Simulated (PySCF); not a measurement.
**Static response to an electric field**

Species: C₄H₈O₃.
Cartesian coordinates in Å at the GFN2-xTB level; atoms count from 1:
```
atom  x, y, z in Å
C1    -0.7079    1.6122   -0.0845
C2     0.1529    0.4066    0.2539
C3    -0.6935   -0.8301    0.5812
O4    -1.5968   -1.0708   -0.4719
O5     0.9936    0.1461   -0.8822
C6     2.0680   -0.5852   -0.6860
O7     2.4415   -1.0625    0.3470
H8    -0.0787    2.4516   -0.3661
H9    -1.3111    1.8860    0.7761
H10   -1.3596    1.3576   -0.9148
H11    0.8025    0.6060    1.1170
H12   -0.0235   -1.6864    0.7310
H13   -1.2298   -0.6370    1.5217
H14   -2.0656   -1.8929   -0.2993
H15    2.6037   -0.6932   -1.6452
```

Level: CAM-B3LYP/def2-SVPD (PySCF), static field, nuclei fixed, core orbitals frozen in the response. The polarisability tensor in these axes (au):

```
x   65.39 -4.69 -1.32
y   -4.69 59.36 -1.51
z   -1.32 -1.51 57.45
```

**Question.** Diagonalise the tensor; give its mean and Δα, where Δα² is half the sum of the squared differences of the eigenvalues.

**Answer.** Principal values 55.13, 59.09 and 67.97 au; mean 60.73 au = 9.00 Å³ = 10.01 × 10⁻⁴⁰ C²·m²/J; Δα = 11.39 au (19 % of the mean).

**Question.** What is the dipole moment, and where does it point?

**Answer.** (-1.69, 0.18, 0.43) D, 1.75 D in size, pointing from the negative to the positive side. Measured along this direction, the outermost atoms are H15 at the negative end and H14 and H9 at the positive end.

**Question.** What are the principal values of the traceless quadrupole moment, Θ = ½Σq(3rr − r²1), about the centre of nuclear charge?

**Answer.** -15.17, 4.47, 10.70 D·Å. The values depend on the origin, since the dipole doesn't vanish. The electronic extent ⟨r²⟩ about the same centre is 806 bohr², a root-mean-square distance of 2.01 Å for the 56 electrons.

**Question.** In TDDFT the mean static polarisability is Σ f/ω² over all singlet excitations (ω in hartree). How much of it do the 8 lowest give? Their energies (eV) and oscillator strengths: 5.93, 0.0017; 7.00, 0.0021; 8.03, 0.0221; 8.24, 0.0208; 8.30, 0.1178; 8.43, 0.0073; 8.60, 0.0439; 8.69, 0.0240.

**Answer.** They add up to 2.57 au, 4.2 % of the 60.73 au; the largest single term is 1.27 au, from the state at 8.30 eV. Terms in order: 0.03, 0.03, 0.25, 0.23, 1.27, 0.08, 0.44, 0.24 au. Higher excitations give the rest. The strengths listed sum to 0.240.

**Question.** Give the principal axes and the span of the nuclei along them.

**Answer.** Largest value along (0.88, -0.47, -0.04), where the nuclei span 4.77 Å; middle along (-0.28, -0.59, 0.76), 3.57 Å; least along (0.38, 0.66, 0.65), 3.66 Å. 

Isolated species at its GFN2-xTB geometry (one conformer only).
